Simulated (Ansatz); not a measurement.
Consider the formal exchange of groups at a B–C bond: `COBCS` + CH₄ → `CBOC` + CH₃SH.

Calculated with Ansatz (gas phase, PBE0-D4/def2-TZVP geometries, no zero-point term in ΔE). CCSD(T)/CBS is the MP2 limit (def2-TZVPP, def2-QZVPP) plus CCSD(T) − MP2 in def2-TZVPP, frozen cores. This one scheme is used for every species. DFT in def2-TZVPP. B3LYP here is the variant with VWN-RPA as its local correlation; programs differ in this. Each species was taken in one conformer, which may not be the lowest.

| level | ΔE (kJ/mol) | difference from CCSD(T)/CBS |
| --- | --- | --- |
| PBE-D4 | 10.6 | 2.3 |
| r2SCAN-D4 | 9.9 | 1.6 |
| PBE0-D4 | 8.4 | 0.1 |
| B3LYP-D4 | 9.1 | 0.8 |
| ωB97X-V | 5.6 | -2.7 |
| ωB97M-V | 7.1 | -1.2 |
| B2PLYP | 6.6 | -1.7 |
| PBE | 7.5 | -0.8 |
| r2SCAN | 9.0 | 0.7 |
| PBE0 | 5.6 | -2.7 |
| B3LYP | 4.2 | -4.1 |
| HF/def2-TZVPP | -0.4 | -8.7 |
| MP2/def2-TZVPP | 10.8 | 2.5 |
| SCS-MP2/def2-TZVPP | 8.5 | 0.2 |
| CCSD/def2-TZVPP | 6.7 | -1.6 |
| CCSD(T)/def2-TZVPP | 9.2 | 0.9 |
| HF/def2-QZVPP | -1.0 | -9.3 |
| MP2/def2-QZVPP | 10.1 | 1.8 |
| SCS-MP2/def2-QZVPP | 7.8 | -0.5 |
| HF/CBS(def2) | -1.1 | -9.4 |
| MP2/CBS(def2) | 10.0 | 1.7 |
| CCSD/CBS(def2) | 5.9 | -2.4 |
| CCSD(T)/CBS | 8.3 | 0 |

Largest T1 diagnostic among the species: 0.013.

In def2-TZVPP, CCSD(T) changes the Hartree–Fock value by +9.6 kJ/mol (the triples alone add +2.4 kJ/mol) and MP2 by +11.2 kJ/mol. The D4 term adds +4.9 kJ/mol with B3LYP and +2.8 kJ/mol with PBE0; it sums over pairs of atoms, weighted by their polarisabilities, and B3LYP, whose exchange is more repulsive, gets the larger term.
